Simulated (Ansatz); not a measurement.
MP2, SCS-MP2 and SOS-MP2 from spin components

System: H6FNSSi2 (SMILES N[SiH2]S[SiH2]F), singlet, geometry from GFN2-xTB. Level: Ansatz (a program for electronic structure) with MP2/def2-SV(P). Sums are taken with unrounded values, so a last digit can differ.

Here is a job for Ansatz.
Ansatz 0.2 input:
```yaml
crystal:
  periodic: [false, false, false]
  atoms:
    - {symbol: Si, position_ang: [1.81975978, -0.27029946, 0.43539478]}
    - {symbol: F, position_ang: [1.99495479, 1.29899817, 0.11599745]}
    - {symbol: S, position_ang: [0.02823953, -0.97209676, -0.45291963]}
    - {symbol: Si, position_ang: [-1.39036620, 0.57635927, 0.08423352]}
    - {symbol: N, position_ang: [-2.87254997, -0.16908583, -0.32431095]}
    - {symbol: H, position_ang: [1.76600459, -0.31754097, 1.88276844]}
    - {symbol: H, position_ang: [2.90896960, -0.95143327, -0.22306656]}
    - {symbol: H, position_ang: [-1.00960482, 1.77718197, -0.65573302]}
    - {symbol: H, position_ang: [-1.34927265, 0.78886098, 1.52609194]}
    - {symbol: H, position_ang: [-2.89373870, -0.88627608, -1.03061544]}
    - {symbol: H, position_ang: [-3.73244385, 0.35053522, -0.30132796]}
basis:
  gaussian:
    orbitals: def2-SV_P_.json
magnetization: {spin_polarized: false}
correlation: {method: mp2}
```
The basis file holds def2-SV(P) in the JSON format of the Basis Set Exchange.

It gave an SCF energy of -1132.460787 Eh, a same-spin correlation energy of -0.157214 Eh and an opposite-spin one of -0.473414 Eh.

Q: Work out the MP2, SCS-MP2 (6/5 and 1/3) and SOS-MP2 (1.3 and 0) correlation and total energies.

A: MP2: -0.473414 + (-0.157214) = -0.630628 Eh, total -1133.091415 Eh, as the program printed. SCS-MP2: 1.2 × (-0.473414) + (-0.157214)/3 = -0.620502 Eh, total -1133.081289 Eh. SOS-MP2: 1.3 × (-0.473414) = -0.615439 Eh, total -1133.076225 Eh. Opposite spins carry 75 % of the MP2 correlation; same-spin pairs are already kept apart by exchange.
